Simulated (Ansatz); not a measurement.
A made-up structure of GeH3SO (charge -1), singlet:

O1  (0.011, -1.794, 1.026)
S2  (1.089, -1.030, 0.255)
Ge3  (-0.052, 0.398, -0.212)
H4  (-1.370, -0.011, -1.150)
H5  (1.008, 1.175, -0.985)
H6  (-0.685, 1.262, 1.067)
(Å)

It is relaxed with PBE-D4/def2-SVPD and then PBE0-D4/def2-TZVPD (Ansatz 0.2.0). Atoms count as bonded within 1.22 times the sum of their covalent radii (H–H: 0.88 Å). The end point is not checked to be a true minimum.

Task: Does its bonding change? (A judgement: the text doesn't fix the answer.)

Result: By the calculation: No: no bond forms or breaks.

Where it ends: The first stage lowers the energy by 1.96 eV in 8 steps. It ends as GeH₃SO ([O][S][GeH3]), total charge -1:
```
atom    x (Å)    y (Å)    z (Å)
  O1   0.1201  -2.2068   1.2294
  S2   1.0769  -1.2888   0.4070
 Ge3  -0.0727   0.4911  -0.2594
  H4  -1.3112   0.2000  -1.1725
  H5   0.8639   1.4263  -1.0854
  H6  -0.6770   1.3783   0.8808
```

Labels in which every atom is bracketed show which atoms are joined, not bond orders.

For scale, one of the runs: PBE0-D4/def2-TZVPD relaxation, 167 basis functions, launched by `ansatz run in.yaml --threads 2 --pin off --events-out ev --progress --plain --max-ram 4352MiB`. Hardware: 2 CPU threads of an Arm Neoverse V2, shared host. Wall time about 31 s.
